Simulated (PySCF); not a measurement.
SMILES O1BOB[OH+]B1 (H₄B₃O₃ (cation, charge +1)), singlet, CAM-B3LYP/def2-SVP optimised geometry.

```
10

B      1.27     0.24     0.00
O      0.64    -0.99     0.00
B     -0.65    -1.23     0.00
O     -1.48     0.00     0.00
B     -0.89     1.35     0.00
O      0.43     1.35     0.00
H      2.45     0.35     0.00
H     -1.24    -2.26     0.00
H     -2.45    -0.09     0.00
H     -1.65     2.26     0.00
```

Density from CAM-B3LYP/def2-TZVP run with PySCF at that geometry.

Minimum of the electron density along straight lines between bonded atoms, close to the bond critical point (lines longer than 1.1 times the sum of covalent radii, or with two minima, are not listed):

```csv
bond,length / Å,ρ at the minimum / e bohr⁻³,∇²ρ there / e bohr⁻⁵,position (fraction from the first atom)
B1–O2,1.384,0.194,0.81,0.33
O2–B3,1.320,0.236,1.07,0.67
B3–O4,1.476,0.148,0.62,0.33
O4–B5,1.476,0.148,0.62,0.68
B1–O6,1.384,0.194,0.81,0.33
B5–O6,1.320,0.236,1.07,0.34
B1–H7,1.188,0.206,-0.66,0.45
B3–H8,1.190,0.204,-0.65,0.45
O4–H9,0.978,0.332,?,0.83
B5–H10,1.190,0.204,-0.65,0.45
```

Problem. Some entries are withheld; supply them.

Solution. 
- O4–H9, ∇²ρ there / e bohr⁻⁵: -2.40
